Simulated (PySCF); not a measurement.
BH₃N, SMILES [BH]N (connectivity only; charge and spin as stated), charge +1, multiplicity 1. Atoms are numbered in the order given.

```xyz
5

B      0.0000     0.0000     0.7861
N      0.0000     0.0000    -0.5289
H      0.0000     0.0000     1.9563
H      0.0000    -0.8529    -1.0922
H      0.0000     0.8529    -1.0922
```
Charge +1, spin multiplicity 1.

Geometry optimised at TPSSh-D3(BJ)/def2-TZVP. The spin state was assumed, not searched. The isomer is the one that the SMILES or the coordinates give; other isomers of the formula were not compared.

Method: TPSSh-D3(BJ)/def2-TZVP (PySCF).

Harmonic, unscaled wavenumbers; measured fundamentals usually lie a few per cent lower.

Q: List the normal modes with their intensities. (Estimate from the structure and the level; the computed values follow.)

A: 
```csv
mode,ν (cm⁻¹),IR (km/mol),Raman (Å⁴/amu),depolarisation,moving atoms (share of kinetic energy)
1,573,1.8,0.2,0.75,H 94 %
2,671,233.3,0.3,0.75,"H 74 %, N 22 %"
3,749,0.1,0.5,0.75,"H 77 %, B 21 %"
4,928,71.2,0.1,0.75,"H 61 %, B 25 %, N 14 %"
5,1456,0.0,21.8,0.25,"H 65 %, B 28 %"
6,1607,250.0,11.1,0.01,"H 42 %, N 38 %, B 20 %"
7,2885,5.8,41.5,0.09,"H 86 %, B 13 %"
8,3440,279.2,69.2,0.08,H 95 %
9,3505,256.1,27.7,0.75,"H 91 %, N 9 %"
```
